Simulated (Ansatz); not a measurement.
Calculated with Ansatz (gas phase, PBE0-D4/def2-TZVP geometries, no zero-point term in ΔE). CCSD(T)/CBS is the MP2 limit (def2-TZVPP, def2-QZVPP) plus CCSD(T) − MP2 in def2-TZVPP, frozen cores. This one scheme is used for every species. DFT in def2-TZVPP. HSE06 is defined as in plane-wave codes. For Zn outer-core shells are correlated without core-valence functions, which leaves a few kJ/mol of doubt a bond. Scalar relativity is left out up to krypton. Each species was taken in one conformer, which may not be the lowest.

Consider the formal exchange of groups at a Zn–O bond: `[OH][Zn][O][SiH3]` + `CCl` → `[OH][Zn][CH2]Cl` + `O[SiH3]`.

Task: Is it downhill or uphill in electronic energy at CCSD(T)/CBS, and by how much? (Estimate.)

Result: Computed: Uphill: ΔE = +75.0 kJ/mol.

Task: What do these levels give: HSE06-D4, LC-ωPBE, MP2/def2-SVP, CCSD(T)/def2-SVP, MP2/CBS(def2), CCSD/CBS(def2)? (Estimate.)

Result: Computed: HSE06-D4 65.6, LC-ωPBE 72.0, MP2/def2-SVP 92.7, CCSD(T)/def2-SVP 92.1, MP2/CBS(def2) 74.4, CCSD/CBS(def2) 78.0 kJ/mol.

Largest T1 diagnostic among the species: 0.016.

From BLYP to BHLYP (50 % exact exchange), in def2-TZVPP and without D4, ΔE moves by +12.7 kJ/mol. At CCSD(T), def2-SVP lies +17.1 kJ/mol from the extrapolated value and def2-TZVPP +1.1 kJ/mol.
